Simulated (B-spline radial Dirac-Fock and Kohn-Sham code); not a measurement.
Atomic SCF run for Cu⁺

ΔSCF core binding energies without Breit or QED terms, calculated with an atomic code on a B-spline grid. Keys: rel is the Hamiltonian (dirac, or spin-free x2c and nr, where L3 and M5 stand for the whole 2p and 3d shells), method is hf or an exchange,correlation pair (spin-unpolarised, also for the hole states), nuc the nuclear model, radius_factor scales its radius, rmax is the box in bohr, h the logarithmic mesh step, order the B-spline order, points the quadrature points per cell, c_factor scales the speed of light, and damp, ndamp, maxit and tol steer the iteration. The run stops when the commutator error falls below 10·tol·max(1, Z/10), or the numerical noise floor, and the energy has settled to about 1e-8 Ha; the virial ratio is −V/T.

Input (task.json):

```json
{"items": [{"Z": 29, "q": 1, "cfg": [[1, 0, 2], [2, 0, 2], [2, 1, 6], [3, 0, 2], [3, 1, 6], [3, 2, 10]], "A": 63, "rrms": 3.8823, "do": "settings", "holes": ["K", "L3", "M5"],
  "settings": [{"rel": "dirac", "method": "hf", "nuc": "fermi", "radius_factor": 1.0, "rmax": 45.0, "h": 0.3, "order": 8, "points": 10, "c_factor": 1.0, "maxit": 54, "damp": 0.97, "ndamp": 100, "tol": 1e-08}]}]}
```

Command: `python xray2_run.py task.json out`

Ground-state iterations:

```
iter   energy (Ha)        error
   1    -1652.22623419  1.05e+00
   2    -1652.27012933  2.42e-01
   3    -1652.37714387  2.26e-01
   4    -1652.47285269  2.11e-01
   5    -1652.55833021  1.97e-01
   6    -1652.63456451  1.84e-01
   7    -1652.70246247  1.72e-01
   8    -1652.76285473  1.60e-01
   9    -1652.81650056  1.50e-01
  10    -1652.86409253  1.39e-01
  11    -1652.90626106  1.30e-01
  12    -1652.94357883  1.21e-01
  13    -1652.97656491  1.12e-01
  14    -1653.00568889  1.05e-01
  15    -1653.03137468  9.72e-02
  23    -1653.15161440  5.45e-02
  31    -1653.19313935  3.05e-02
  39    -1653.20697610  1.91e-02
  47    -1653.21150895  1.37e-02
  54    -1653.21288481  1.04e-02
```

The ground state had not converged after 54 iterations, with total energy -1653.21288 Ha, virial ratio 1.98169 and highest orbital energy -21.21 eV. ΔSCF binding energies: K (1s) 9013.0 eV, L3 (2p3/2) 950.2 eV, M5 (3d5/2) 17.63 eV (not all states converged, so these are not final).

Problem. One setting is unsound. Which, and why?

Solution. damp is so close to 1 that the orbitals hardly move in each step. With the default settings (Dirac Hartree-Fock): The ground state converged in 11 iterations, with total energy -1653.21378 Ha, virial ratio 1.98240 and highest orbital energy -21.70 eV. ΔSCF binding energies: K (1s) 9012.2 eV, L3 (2p3/2) 949.5 eV, M5 (3d5/2) 17.21 eV.
